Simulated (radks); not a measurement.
Kinetic energies: the exact non-interacting value of the Kohn-Sham orbitals and orbital-free approximations, as 100 (|E| - |E exact|)/|E exact|, negative where the magnitude is too small. Species: Cd [Kr] 4d10 5s2; Ga2+ [Ar] 3d10 4s1; Al2+ [Ne] 3s1; Ce4+ [Xe]; P4+ [Ne] 3s1. Calculated with a radial shooting solver on a logarithmic mesh with Libxc functionals: non-relativistic Kohn-Sham, exchange-only B88, spin-polarised, spherical densities, point nucleus. Every spin shell is full or empty, so the densities are truly spherical. Functionals are evaluated on that one density, not self-consistently.

functional,Cd,Ga2+,Al2+,Ce4+,P4+
exact (hartree),5465.19,1922.56,241.033,8564.23,336.725
Thomas-Fermi,-5.35,-6.27,-7.72,-5.12,-7.41
von Weizsacker,-57.89,-51.17,-35.01,-60.38,-37.12
TF + vW,+36.76,+42.56,+57.27,+34.50,+55.47
TF + vW/9,-0.67,-0.84,-0.50,-0.72,-0.42
TF + vW/5,+3.07,+3.50,+5.27,+2.80,+5.17
LC94,+0.08,-0.08,+0.13,+0.01,+0.23
APBEK,+0.13,+0.01,+0.27,+0.06,+0.36
revAPBEK,+0.31,+0.24,+0.67,+0.22,+0.74
Perdew 92,-0.66,-0.83,-0.49,-0.71,-0.41
Thakkar,-0.55,-0.54,0.00,-0.68,+0.05
Pearson,-0.92,-1.26,-1.84,-0.93,-1.61
LKT,+19.49,+23.08,+33.39,+18.09,+32.16
PG1,+15.32,+18.27,+27.26,+14.17,+26.20
DePristo-Kress,-0.08,-0.17,+0.03,-0.17,+0.17
Ernzerhof,-0.39,-0.46,+0.27,-0.47,+0.32
